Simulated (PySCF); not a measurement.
# Radial density of Hg(2+) (mercury, charge +2)

UHF, [Xe] 4f14 5d9 6s1, high-spin 3D determinant (an excited configuration). Computed with PySCF 2.14 in def2-QZVPPD with the def2 core potential (60 electrons) (7s5p4d4f2g, 88 functions), with scalar relativity through the core potential. This is the valence pseudo-density: the core potential removes the inner electrons and smooths the orbitals near the nucleus.

```json
{"r (bohr)": "0.0389", "4πr²ρ (e/bohr)": "1.242e-05", "4πr²(ρα − ρβ)": "0.0000"}
{"r (bohr)": "0.0654", "4πr²ρ (e/bohr)": "3.390e-05", "4πr²(ρα − ρβ)": "0.0000"}
{"r (bohr)": "0.110", "4πr²ρ (e/bohr)": "0.0001302", "4πr²(ρα − ρβ)": "0.0000"}
{"r (bohr)": "0.185", "4πr²ρ (e/bohr)": "0.001640", "4πr²(ρα − ρβ)": "0.0001"}
{"r (bohr)": "0.311", "4πr²ρ (e/bohr)": "0.06662", "4πr²(ρα − ρβ)": "0.0038"}
{"r (bohr)": "0.523", "4πr²ρ (e/bohr)": "2.999", "4πr²(ρα − ρβ)": "0.1294"}
{"r (bohr)": "0.880", "4πr²ρ (e/bohr)": "17.43", "4πr²(ρα − ρβ)": "0.6916"}
{"r (bohr)": "1.48", "4πr²ρ (e/bohr)": "9.382", "4πr²(ρα − ρβ)": "0.9726"}
{"r (bohr)": "2.49", "4πr²ρ (e/bohr)": "1.437", "4πr²(ρα − ρβ)": "0.6087"}
{"r (bohr)": "4.19", "4πr²ρ (e/bohr)": "0.06313", "4πr²(ρα − ρβ)": "0.0513"}
{"r (bohr)": "7.04", "4πr²ρ (e/bohr)": "0.0001488", "4πr²(ρα − ρβ)": "0.0001"}
```

Energies and moments cover only the electrons outside the core potential. Spin-orbit coupling, absent here, splits the open shell strongly.
